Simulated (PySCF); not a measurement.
Si(GeH3)(H)2(OH), SMILES O[SiH2][GeH3] (H6GeOSi) at its PBE0/def2-SVP optimised geometry (Å):

```
9

Si    -1.2129     0.0232     0.0000
O     -1.8145    -0.6898     1.3873
Ge     1.1753     0.0232     0.0000
H     -1.6933    -0.6700    -1.2398
H     -1.7325     1.4189     0.0000
H     -1.5318    -1.5916     1.5644
H      1.7123    -1.4189     0.1250
H      1.7325     0.8315     1.1876
H      1.7376     0.6238    -1.3039
```

Calculation: PBE0/def2-TZVP run with PySCF.

Map of the log10 of the electron density (e/bohr³), floored at −4 on the plane z = 1.0 Å:

```
|0000000000000000000000000000000|
|0000000000000000000000000000000|
|0000000000000000000000000000000|
|0000000000000000000000000000000|
|0000000011000000000000000000000|
|0000001122111000000111110000000|
|0000112223222111111222221100000|
|0000123333332211222333332210000|
|0001223444443322233444443321000|
|0001234455544333344555554432100|
|0001234455554444445667765432100|
|0001234555555444456678876543100|
|0012334555555555556788876543210|
|0012345566665555566778876543210|
|0123455667666655666777766543210|
|0123456788776666666777665432110|
|0134567899876665666666655432100|
|0234578999987655556666654432100|
|0234578999876555555666554432100|
|0134567899876544445566554432100|
|0123567788765444444555554332100|
|0123456677765433334455554321100|
|0012345566654332233445444321000|
|0001233455543322223344433211000|
|0000122334332211122233332210000|
|0000011222221100011222221100000|
|0000000011110000000111110000000|
|0000000000000000000000000000000|
|0000000000000000000000000000000|
|0000000000000000000000000000000|
|0000000000000000000000000000000|
```
Scale: ten equal steps from -4.00 (start of '0') to -0.173 (end of '9'), in the order '0123456789'; x runs from -4.00 to 4.00, y from -4.00 (bottom) to 4.00 (top).
